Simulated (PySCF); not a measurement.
# Working out the electron affinity of Rh

Rh⁻ [Kr] 4d8 5s2 (3F) → Rh [Kr] 4d8 5s1 (4F). Calculation: PySCF 2.14, in def2-TZVPPD with the def2 core potential (28 electrons); scalar relativity through the core potential. Frozen: 4s2 4p6. Energies in hartree (1 hartree = 27.21139 eV):

```csv
part,Rh⁻ (lower),Rh (upper)
UHF,-109.732222,-109.745327
CCSD correlation,-0.275684,-0.237075
(T),-0.012896,-0.008610
```

**Question.** What does Hartree-Fock give?

**Answer.** (-109.745327) − (-109.732222) = -0.013105 hartree = -0.357 eV.

**Question.** What do CCSD and CCSD(T) give?

**Answer.** The CCSD correlation energies differ by 0.038609 hartree = 1.051 eV and the triples by 0.004286 hartree = 0.117 eV, so CCSD gives 0.694 eV and CCSD(T) 0.811 eV.

Reference: 1.143 eV (measured; photodetachment measurements, as compiled on the Wikipedia data page of electron affinities), between the lowest levels; spin-orbit coupling is absent from the calculation.

What remains against the reference includes basis incompleteness, the frozen core and higher excitations.
